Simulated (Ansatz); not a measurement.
(1) Predict a relaxed structure of K3H3 (the lowest singlet isomer of a short search), charge 0, singlet, at PBE-D4/def2-TZVP (Ansatz).

## Answers

(1) 
```tsv
atom	x (Å)	y (Å)	z (Å)
K1	0.899	1.885	-1.362
K2	-0.481	0.332	2.426
K3	-0.419	-2.216	-1.062
H4	0.431	2.155	1.042
H5	0.464	-0.322	-2.369
H6	-0.894	-1.834	1.325
```
Point group D3h (tolerance 0.1 Å). This is one stationary point.

The structure comes from a short search, and lower isomers may exist.
